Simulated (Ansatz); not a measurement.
Geometry optimisation, RKS PBE/def2-SVP (Ansatz).

input.yaml

```yaml
crystal:
  periodic: [false, false, false]
  atoms:
    - { symbol: B, position_ang: [-0.119642, 0.512434, -0.551298] }
    - { symbol: "N", position_ang: [-0.063574, 0.024446, 2.141021] }
    - { symbol: H, position_ang: [-0.819513, -0.359378, 2.719816] }
    - { symbol: H, position_ang: [0.804296, -0.019906, 2.689341] }
    - { symbol: Cl, position_ang: [1.491513, -0.028873, -1.012233] }
    - { symbol: Cl, position_ang: [-1.561524, -0.393327, -0.998205] }
    - { symbol: F, position_ang: [-0.262788, 1.728414, -0.033015] }
    - { symbol: H, position_ang: [-0.272367, 1.03129, 1.978273] }
basis:
  gaussian: { orbitals: def2-SVP }
hamiltonian:
  xc: pbe
relax:
  f_tol: 0.03
  max_steps: 50
output:
  orbitals: {}
```

Run as:

```bash
$ ansatz run input.yaml --threads 2 --pin off --max-ram 3072MiB --backend cpu --events-out ev --progress --plain --runs-dir out
```

Where does it end, and by what steps?

The run converged. The force dipped under the threshold on the way, but the program's further checks kept it going. After 18 steps the energy has fallen by 0.938 eV; H3 moved furthest, 1.05 Å. Joined: B1–N2 (2.74 → 1.65 Å).

```csv
step,energy less start (eV),largest force component (eV/Å),accepted
0,0.0000,0.543,yes
1,0.0036,1.167,no
2,-0.0455,0.459,yes
3,-0.1351,0.389,yes
4,-0.2886,0.822,yes
5,-0.5815,1.330,yes
6,-0.7817,1.194,yes
7,-0.8293,1.536,yes
8,-0.8972,0.337,yes
9,-0.9091,0.208,yes
10,-0.8469,1.182,no
11,-0.9178,0.176,yes
12,-0.9209,0.333,yes
13,-0.9332,0.096,yes
14,-0.9314,0.265,no
15,-0.9344,0.020,yes
16,-0.9362,0.149,yes
17,-0.9371,0.056,yes
18,-0.9375,0.014,yes
```

```xyz
8
Properties=species:S:1:pos:R:3
B -0.095 0.481 0.079
N -0.091 0.255 1.717
H -0.241 -0.741 1.935
H 0.816 0.544 2.116
Cl 1.338 -0.522 -0.516
Cl -1.746 -0.153 -0.457
F 0.063 1.830 -0.098
H -0.848 0.802 2.157
```

Whether the end is a true minimum wasn't checked by a vibrational analysis.

The run took 30 s on 2 threads of AMD EPYC 7R43 64-Core Processor (Zen 3) (shared host), peak memory 0.16 GiB.
